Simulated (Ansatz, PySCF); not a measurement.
This Ansatz (a quantum-chemistry and plane-wave program) input computes a PBE/def2-TZVPD energy:

Ansatz 0.2 input:
```yaml
crystal:
  periodic: [false, false, false]
  atoms:
    - {symbol: B, position_ang: [0.02508854, 0.00489190, -0.00215624]}
    - {symbol: F, position_ang: [0.55826186, 1.13489318, 0.45287685]}
    - {symbol: F, position_ang: [0.85865548, -0.85861496, -0.57465416]}
    - {symbol: C, position_ang: [-1.46932943, -0.28649781, 0.12628188]}
    - {symbol: H, position_ang: [-2.15270730, 0.41262202, 0.59133182]}
    - {symbol: H, position_ang: [-1.90901492, -1.20459862, -0.24224610]}
basis:
  gaussian:
    orbitals: def2-TZVPD
hamiltonian:
  xc: {name: PBE}
magnetization: {spin_polarized: true, initial_magnetization: 1}
output: {forces: true}
```

**Question.** Write an input for the same energy in PySCF and say what it gives.

**Answer.** 
```python
from pyscf import gto, scf, dft

mol = gto.M(
    atom='''
    B     0.02508854    0.00489190   -0.00215624
    F     0.55826186    1.13489318    0.45287685
    F     0.85865548   -0.85861496   -0.57465416
    C    -1.46932943   -0.28649781    0.12628188
    H    -2.15270730    0.41262202    0.59133182
    H    -1.90901492   -1.20459862   -0.24224610
    ''',
    basis='def2-tzvpd',
    charge=0,
    spin=1,
    verbose=4,
)

mf = dft.UKS(mol, xc='pbe').density_fit(auxbasis='def2-universal-jkfit')
mf.grids.level = 3
mf.conv_tol = 1e-9
mf.max_cycle = 100
mf.max_memory = 1500
mf.kernel()
if not mf.converged:
    mf = mf.newton()
    mf.kernel(mf.make_rdm1())
for _ in range(2):
    mo, _, stable, _ = mf.stability(return_status=True)
    if stable:
        break
    mf.kernel(mf.make_rdm1(mo, mf.mo_occ))
mf.analyze()
```
It gives -263.74588 Eh, and Ansatz -263.74581 Eh, a difference of 0.07 mEh, from the treatment of integrals and grids.

It need not be the lowest isomer of its formula.
